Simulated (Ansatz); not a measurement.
Basis sets compared for Ga₂Te₃⁺. Total charge 1; doublet. Geometry r2SCAN-D4/def2-SVP. Ansatz on 4 threads of Arm Neoverse V2 on a shared host; times are rough, and most runs start from earlier orbitals.

```xyz
5

Ga    0.4801    1.2333    1.6634
Ga    0.1003   -0.0444   -1.0701
Te   -0.5864   -2.4360   -0.9869
Te    1.4133    2.0051   -0.7425
Te   -1.4073   -0.7579    1.1361
```

In the def2 sets Te takes a core potential; there is no spin–orbit coupling. Another isomer (doublet) lies 0.22 eV lower at PBE0-D4/def2-TZVP; other spin states weren't run for this one.

```tsv
level	functions	energy (Eh)	HOMO (eV)	LUMO (eV)	wall time
PBE-D4/def2-SVP	142	-4652.5978	-9.62	-9.17	3.9 s
PBE0-D4/def2-SVP	142	-4652.7123	-10.55	-8.68	7.5 s
```

Question: Estimate the rows for PBE-D4/def2-TZVP (with forces), PBE0-D4/def2-TZVP.

Answer: 
```json
{"level": "PBE-D4/def2-TZVP (with forces)", "functions": "246", "energy (Eh)": "-4653.1244", "HOMO (eV)": "-9.56", "LUMO (eV)": "-9.11", "wall time": "7.5 s"}
{"level": "PBE0-D4/def2-TZVP", "functions": "246", "energy (Eh)": "-4653.2377", "HOMO (eV)": "-10.47", "LUMO (eV)": "-8.59", "wall time": "15 s"}
```
